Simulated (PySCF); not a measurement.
Input for PySCF: R-MP2/6-31G* on C2H6BN (SMILES C=CBN), a point of a torsion scan.

```python
from pyscf import gto, scf, dft, mp
from pyscf.data.elements import chemcore

mol = gto.M(
    atom='''
    C     1.38902852    0.48061115    0.36652634
    C     0.79564986   -0.60344823   -0.12669096
    B    -0.74084791   -0.72678900   -0.38329461
    N    -1.70122775    0.20339483    0.11786986
    H     0.82255675    1.32239788    0.73744575
    H     2.46194240    0.59594206    0.40849754
    H     1.44256633   -1.40018702   -0.47914367
    H    -1.09932520   -1.43335108   -1.25543422
    H    -1.97344385    0.99373688   -0.44024618
    H    -1.40030732    0.61514090    0.99983914
    ''',
    basis='6-31g*',
    cart=True,
    charge=0, spin=0, verbose=3, max_memory=1800)
mf = scf.RHF(mol)
mf.conv_tol = 1e-8
mf.max_cycle = 100
mf.kernel()
if not mf.converged:
    mf = mf.newton().run(mf.mo_coeff, mf.mo_occ)
pt = mp.MP2(mf, frozen=chemcore(mol)).run()
```

Program output:

```
converged SCF energy = -158.349814729142
E(RMP2) = -158.837504161527  E_corr = -0.487689432384703
E(SCS-RMP2) = -158.833745573562  E_corr = -0.483930844419141
```

The calculation finished and met its thresholds.

Cost: around 2.7 core-seconds (rough).
